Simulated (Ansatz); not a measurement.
C$_{3}$H$_{9}$ClGe, singlet, at a GFN2-xTB geometry. Base run: HF/6-311G** (Ansatz, a quantum-chemistry and plane-wave program).

Input for Ansatz:
Ansatz 0.2 input:
```yaml
crystal:
  periodic: [false, false, false]
  atoms:
    - {symbol: C, position_ang: [-0.77230139, 1.57821827, -1.11854410]}
    - {symbol: Ge, position_ang: [-0.04763205, -0.06225771, -0.24982595]}
    - {symbol: C, position_ang: [1.69340635, -0.62408479, -1.03983478]}
    - {symbol: C, position_ang: [-1.37542605, -1.54795613, -0.22449554]}
    - {symbol: Cl, position_ang: [0.34045905, 0.44499871, 1.78567799]}
    - {symbol: H, position_ang: [-0.99361914, 1.39040869, -2.16436519]}
    - {symbol: H, position_ang: [-1.68546124, 1.89671087, -0.62413822]}
    - {symbol: H, position_ang: [-0.05160324, 2.38858347, -1.05822792]}
    - {symbol: H, position_ang: [2.09430243, -1.47927120, -0.50348214]}
    - {symbol: H, position_ang: [1.56877166, -0.89824906, -2.08256959]}
    - {symbol: H, position_ang: [2.41540828, 0.18511590, -0.97947698]}
    - {symbol: H, position_ang: [-1.62039297, -1.85834639, -1.23526003]}
    - {symbol: H, position_ang: [-2.28890481, -1.23111656, 0.27038308]}
    - {symbol: H, position_ang: [-0.97615267, -2.40363106, 0.31228822]}
basis:
  gaussian:
    orbitals: 6-311G__.json
hamiltonian:
  xc: hf
```
The basis file holds 6-311G** in the JSON format of the Basis Set Exchange.

Variants of this job, named by their change:

```tsv
change	ΔE vs base (mEh)
base	0.000
occupation = up:A':25 A'':13 down:A':25 A'':13	819.1
occupation = up:A':26 A'':12 down:A':26 A'':12	0.000
occupation = up:A':27 A'':11 down:A':27 A'':11	712.2
symmetry_tolerance_ang = 0.01	0.000
```
